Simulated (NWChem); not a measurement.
System: isocyanic acid (CHNO); SMILES N=C=O

Input file for NWChem:

```
start job
memory heap 200 mb stack 900 mb global 1100 mb
geometry units angstroms noautosym nocenter noautoz
  N      0.165458     1.178009     0.000000
  C     -0.013213    -0.027901     0.000000
  O     -0.029805    -1.202413     0.000000
  H     -0.566281     1.872091     0.000000
end
basis spherical
  N library iglo-ii
  C library iglo-ii
  O library iglo-ii
  H library iglo-ii
end
dft
  xc pbe0
  iterations 150
end
property
  shielding
end
task dft property
```

Excerpt of the output:

```
             Northwest Computational Chemistry Package (NWChem) 7.3.0
             --------------------------------------------------------

                             Geometry "geometry" -> ""
                             -------------------------

 Output coordinates in angstroms (scale by  1.889725989 to convert to a.u.)

  No.       Tag          Charge          X              Y              Z
 ---- ---------------- ---------- -------------- -------------- --------------
    1 N                    7.0000     0.16545800     1.17800900     0.00000000
    2 C                    6.0000    -0.01321300    -0.02790100     0.00000000
    3 O                    8.0000    -0.02980500    -1.20241300     0.00000000
    4 H                    1.0000    -0.56628100     1.87209100     0.00000000

 Effective nuclear repulsion energy (a.u.)      58.8967876644

                              NWChem Property Module
                              ----------------------

  itol2e modified to match energy
  convergence criterion.

                                 NWChem DFT Module
                                 -----------------

 Summary of "ao basis" -> "ao basis" (spherical)
 ------------------------------------------------------------------------------
       Tag                 Description            Shells   Functions and Types
 ---------------- ------------------------------  ------  ---------------------
 N                          iglo-ii                 10       22   5s4p1d
 C                          iglo-ii                 10       22   5s4p1d
 O                          iglo-ii                 10       22   5s4p1d
 H                          iglo-ii                  4        6   3s1p

  itol2e modified to match energy
  convergence criterion.

            General Information
            -------------------
          SCF calculation type: DFT
          Wavefunction type:  closed shell.
          No. of atoms     :     4
          No. of electrons :    22
           Alpha electrons :    11
            Beta electrons :    11
          Charge           :     0
          Spin multiplicity:     1
          Use of symmetry is: off; symmetry adaption is: off
          Maximum number of iterations: 150
          AO basis - number of functions:    72
                     number of shells:    34
          Convergence on energy requested:  1.00D-07
          Convergence on density requested:  1.00D-05
          Convergence on gradient requested:  5.00D-04

              XC Information
              --------------
                         PBE0 Method XC Functional
                     Hartree-Fock (Exact) Exchange  0.250
          PerdewBurkeErnzerhof Exchange Functional  0.750
            Perdew 1991 LDA Correlation Functional  1.000 local
           PerdewBurkeErnz. Correlation Functional  1.000 non-local

             Grid Information
             ----------------
          Grid used for XC integration:  fine
          Radial quadrature: Mura-Knowles
          Angular quadrature: Lebedev.
          Tag              B.-S. Rad. Rad. Pts. Rad. Cut. Ang. Pts.
          ---              ---------- --------- --------- ---------
          N                   0.65       70           7.0       590
          C                   0.70       70           8.0       590
          O                   0.60       70          10.0       590
          H                   0.35       60           8.0       590
          Grid pruning is: on
          Number of quadrature shells:   270
          Spatial weights used:  Erf1

      Superposition of Atomic Density Guess
      -------------------------------------

 Sum of atomic energies:        -167.25211337

      Non-variational initial energy
      ------------------------------

 Total energy =    -168.481893
 1-e energy   =    -343.939197
 2-e energy   =     116.560517
 HOMO         =      -0.377248
 LUMO         =       0.058800

   convergence    iter        energy       DeltaE   RMS-Dens  Diis-err
 ---------------- ----- ----------------- --------- --------- ---------
 d= 0,ls=0.0,diis     1   -168.4470297440 -2.27D+02  1.05D-02  1.13D+00
 d= 0,ls=0.0,diis     2   -168.3342715082  1.13D-01  7.43D-03  2.33D+00
 d= 0,ls=0.0,diis     3   -168.5317681730 -1.97D-01  2.61D-03  1.18D-01
 d= 0,ls=0.0,diis     4   -168.5334011767 -1.63D-03  1.54D-03  8.23D-02
 d= 0,ls=0.0,diis     5   -168.5417418145 -8.34D-03  2.16D-04  1.75D-03
  Resetting Diis
 d= 0,ls=0.0,diis     6   -168.5419284409 -1.87D-04  4.19D-05  2.09D-05
 d= 0,ls=0.0,diis     7   -168.5419307651 -2.32D-06  1.63D-05  1.03D-06
 d= 0,ls=0.0,diis     8   -168.5419304627  3.02D-07  1.05D-05  4.26D-06
 d= 0,ls=0.0,diis     9   -168.5419308828 -4.20D-07  1.85D-06  8.44D-08
 d= 0,ls=0.0,diis    10   -168.5419308907 -7.95D-09  3.89D-07  2.04D-09

         Total DFT energy =     -168.541930890731
      One electron energy =     -345.485638750192
           Coulomb energy =      139.096642131938
    Exchange-Corr. energy =      -21.049721936867
 Nuclear repulsion energy =       58.896787664390

 Numeric. integr. density =       21.999999803210

                       DFT Final Molecular Orbital Analysis
                       ------------------------------------

 Vector    9  Occ=2.000000D+00  E=-4.822623D-01
              MO Center= -1.9D-02, -2.8D-01,  5.9D-10, r^2= 1.5D+00
   Bfn.  Coefficient  Atom+Function         Bfn.  Coefficient  Atom+Function
  ----- ------------  ---------------      ----- ------------  ---------------
    56      0.296073  3 O  px                34      0.260339  2 C  px
    53      0.181687  3 O  px                31      0.170201  2 C  px
    59      0.168905  3 O  px                12      0.140616  1 N  px
    37      0.105587  2 C  px                 4      0.100538  1 N  s
    13      0.094426  1 N  py                 5      0.093041  1 N  s

[...]

          -----------------------------------------
          Chemical Shielding Tensors (GIAO, in ppm)
          -----------------------------------------

                                NWChem CPHF Module
                                ------------------

  scftype          =     RHF
  nclosed          =       11
  nopen            =        0
  variables        =      671
  # of vectors     =        3
  tolerance        = 0.10D-03
  level shift      = 0.00D+00
  max iterations   =       50
  max subspace     =       30

 SCF residual:    2.2269986684404363E-005

Iterative solution of linear equations
  No. of variables      671
  No. of equations        3
  Maximum subspace       30
        Iterations       50
       Convergence  1.0D-04

   iter   nsub   residual    time
   ----  ------  --------  ---------
     1      3    5.25D-01      28.2
     2      6    2.46D-02      32.0
     3      9    1.91D-03      36.0
     4     12    9.84D-05      40.1

      Atom:    1  N
        Diamagnetic
    319.4325     -3.8376     -0.0000
     -3.8376    342.8663     -0.0000
     -0.0000     -0.0000    313.7332

        Paramagnetic
   -182.0153     16.4827      0.0000
     16.4827      3.1101      0.0000
      0.0000      0.0000   -117.3101

        Total Shielding Tensor
    137.4171     12.6452      0.0000
     12.6452    345.9764     -0.0000
      0.0000     -0.0000    196.4231

           isotropic =     226.6055
          anisotropy =     180.2021

          Principal Components and Axis System
                 1           2           3
              346.7403    196.4231    136.6532

      1         0.0603      0.0000      0.9982
      2         0.9982     -0.0000     -0.0603
      3         0.0000      1.0000     -0.0000

      Atom:    2  C
        Diamagnetic
    245.1063      1.4412     -0.0000
      1.4412    285.3000     -0.0000
     -0.0000     -0.0000    243.9594

        Paramagnetic
   -298.0221     -6.9255      0.0000
     -6.9255    -14.6278     -0.0000
      0.0000     -0.0000   -308.3961

        Total Shielding Tensor
    -52.9158     -5.4843      0.0000
     -5.4843    270.6722     -0.0000
      0.0000     -0.0000    -64.4367

           isotropic =      51.1066
          anisotropy =     329.4878

          Principal Components and Axis System
                 1           2           3
              270.7651    -64.4367    -53.0087

      1        -0.0169     -0.0000      0.9999
      2         0.9999     -0.0000      0.0169
      3        -0.0000      1.0000      0.0000

      Atom:    3  O
        Diamagnetic
    393.5636      0.1349      0.0000
      0.1349    414.7037     -0.0000
      0.0000     -0.0000    392.9357

        Paramagnetic
   -269.5520    -21.6408      0.0000
    -21.6408    -47.2290     -0.0000
      0.0000     -0.0000   -378.2521

        Total Shielding Tensor
    124.0116    -21.5058      0.0000
    -21.5058    367.4747     -0.0000
      0.0000     -0.0000     14.6836

           isotropic =     168.7233
          anisotropy =     300.9547

          Principal Components and Axis System
                 1           2           3
              369.3598    122.1265     14.6836

      1        -0.0873      0.9962     -0.0000
      2         0.9962      0.0873     -0.0000
      3        -0.0000      0.0000      1.0000

      Atom:    4  H
        Diamagnetic
     31.8622     -9.6686      0.0000
     -9.6686     36.3857     -0.0000
      0.0000     -0.0000     22.7439

        Paramagnetic
     -5.2068      2.7638     -0.0000
      2.7638      0.5963     -0.0000
     -0.0000     -0.0000      0.9085

        Total Shielding Tensor
     26.6554     -6.9048      0.0000
     -6.9048     36.9820     -0.0000
      0.0000     -0.0000     23.6524

           isotropic =      29.0966
          anisotropy =      17.0159

          Principal Components and Axis System
                 1           2           3
               40.4405     23.6524     23.1969

      1        -0.4478     -0.0000      0.8941
      2         0.8941     -0.0000      0.4478
      3        -0.0000      1.0000      0.0000
```

Level: PBE0/IGLO-II, GIAO. Geometry: optimised at B3LYP/6-31G* (spherical d). The printed shielding anisotropy is the first printed principal value minus the mean of the other two.
